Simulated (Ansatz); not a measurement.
Consider the ligand exchange at the Al–O bond: `[CH3][AlH][O][SiH2]C` + `C[SiH2]N` → `[CH3][AlH][NH][SiH2]C` + `C[SiH2]O`.

Calculated with Ansatz (gas phase, PBE0-D4/def2-TZVP geometries, no zero-point term in ΔE). CBS: MP2 limit from def2 TZ/QZ plus the TZ coupled-cluster correction, frozen cores. This one scheme is used for every species. Functionals use def2-TZVPP. B3LYP here is the variant with VWN-RPA as its local correlation; programs differ in this. Each species was taken in one conformer, which may not be the lowest.

```tsv
level	ΔE (kJ/mol)
PBE0-D4	54.0
B3LYP-D4	60.0
ωB97M-V	56.7
r2SCAN	56.6
MP2/def2-TZVPP	55.6
SCS-MP2/def2-TZVPP	58.0
CCSD(T)/def2-TZVPP	55.2
HF/CBS(def2)	70.8
```

Task: What does CCSD(T)/CBS give? (An estimate is asked.)

Result: Computed: +56.1 kJ/mol. The listed levels differ from it by -2.1, 3.9, 0.6, 0.5, -0.5, 1.9, -0.9, 14.7 kJ/mol.

Largest T1 diagnostic among the species: 0.011.

From PBE to PBE0 (25 % exact exchange), in def2-TZVPP and without D4, ΔE moves by +3.0 kJ/mol. In def2-TZVPP, CCSD(T) changes the Hartree–Fock value by −14.5 kJ/mol (the triples alone add −2.6 kJ/mol) and MP2 by −14.1 kJ/mol.
